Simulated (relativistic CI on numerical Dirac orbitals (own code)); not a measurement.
# Tc¹⁶⁺: q coefficients and field-shift factors

These numbers are calculated, not measured: Dirac-Coulomb-Breit CI, orbitals from a KLI potential per configuration, derivatives by finite differences, unscaled Slater integrals, QED left out (own radial code, finite nucleus).

CI space (outside the closed core [Ne]): 3s2 3p6 3d9, 3s2 3p5 3d10, 3s 3p6 3d10, 3s2 3p6 3d8 4s, 3s2 3p6 3d8 4p, 3s2 3p6 3d8 4d, 3s2 3p6 3d7 4s2, 3s2 3p6 3d8 4f. Levels of other configurations are missing.

With x = (α/α₀)² − 1 an excitation energy changes as ω = ω₀ + qx; K = 2q/ω₀ is the relative enhancement. Terms are leading LS components, so labels can repeat. The field-shift factor is F = δν/δ⟨r²⟩ for the transition from the lowest level.

Lowest level 3s2 3p6 3d9 2D_5/2.

| Level | ω₀ (cm⁻¹) | q (cm⁻¹) | K | F (GHz/fm²) |
| --- | --- | --- | --- | --- |
| 3s2 3p6 3d9 2D_3/2 | 30790 | 30570 | 1.99 | 0.2 |
| 3s2 3p5 3d10 2P°_3/2 | 1397770 | 44410 | 0.0635 | 2.6 |
| 3s2 3p5 3d10 2P°_1/2 | 1563051 | 220200 | 0.282 | 0.00902 |
| 3s2 3p6 3d8 4s 4F_9/2 | 2043726 | -95910 | -0.0939 | 57.6 |
| 3s2 3p6 3d8 4s 4F_7/2 | 2053367 | -93200 | -0.0908 | 57.3 |
| 3s2 3p6 3d8 4s 4F_5/2 | 2073636 | -70800 | -0.0683 | 57.7 |
| 3s2 3p6 3d8 4s 2F_7/2 | 2077181 | -69730 | -0.0671 | 57.4 |
| 3s2 3p6 3d8 4s 4F_3/2 | 2077530 | -78080 | -0.0752 | 57.6 |
| 3s2 3p6 3d8 4s 2F_5/2 | 2084985 | -85260 | -0.0818 | 57.3 |
| 3s2 3p6 3d8 4s 4P_5/2 | 2106250 | -67280 | -0.0639 | 57.6 |
| 3s2 3p6 3d8 4s 2P_3/2 | 2109004 | -72200 | -0.0685 | 57.6 |
| 3s2 3p6 3d8 4s 4P_1/2 | 2122461 | -73630 | -0.0694 | 57.7 |
| 3s2 3p6 3d8 4s 4P_3/2 | 2126357 | -64390 | -0.0606 | 57.8 |

At this charge energies of transitions that change n are usually good to better than 1 %, and those within a shell (Δn = 0) to a few per cent.
